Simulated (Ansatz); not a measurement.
One change: `O=C[SiH2]F` becomes `NC(=O)[SiH2]F`.

Ansatz, PBE0-D4/def2-TZVP geometries, multiplicity 1. Each molecule was computed in one conformer, which needn't be the lowest.

```
                                                                                  property  `O=C[SiH2]F`
                                                     HOMO–LUMO gap (B3LYP/def2-TZVPP) / eV          4.96
                                                         LUMO energy (PBE/def2-TZVPP) / eV         -3.13
                                                         HOMO energy (PBE/def2-TZVPP) / eV         -5.91
                                                        LUMO energy (PBE0/def2-TZVPP) / eV         -1.98
ideal-gas entropy at 298 K and 1 bar (rigid rotor, harmonic PBE0-D4/def2-TZVP) / J/(mol·K)           309
                                                     HOMO energy (ωB97M-V/def2-TZVPP) / eV         -9.72
```

Question: Give the same properties after the change, and the shifts. (An estimate is asked.)

Answer: Ansatz gave: 
```json
{"property": "HOMO–LUMO gap (B3LYP/def2-TZVPP) / eV", "`NC(=O)[SiH2]F`": "6.44", "shift": "1.48"}
{"property": "LUMO energy (PBE/def2-TZVPP) / eV", "`NC(=O)[SiH2]F`": "-1.46", "shift": "1.67"}
{"property": "HOMO energy (PBE/def2-TZVPP) / eV", "`NC(=O)[SiH2]F`": "-5.84", "shift": "0.07"}
{"property": "LUMO energy (PBE0/def2-TZVPP) / eV", "`NC(=O)[SiH2]F`": "-0.44", "shift": "1.54"}
{"property": "ideal-gas entropy at 298 K and 1 bar (rigid rotor, harmonic PBE0-D4/def2-TZVP) / J/(mol·K)", "`NC(=O)[SiH2]F`": "332", "shift": "23"}
{"property": "HOMO energy (ωB97M-V/def2-TZVPP) / eV", "`NC(=O)[SiH2]F`": "-9.70", "shift": "0.02"}
```

With PBE0 the HOMO rises by 0.06 eV and the LUMO rises by 1.54 eV, so the gap widens by about 1.48 eV. PBE moves the HOMO by 0.07 eV and ωB97M-V by 0.02 eV. The zero-point energy changes by 48.5 kJ/mol with +6 modes.

B3LYP here is the variant with VWN-RPA as its local correlation; programs differ in this.
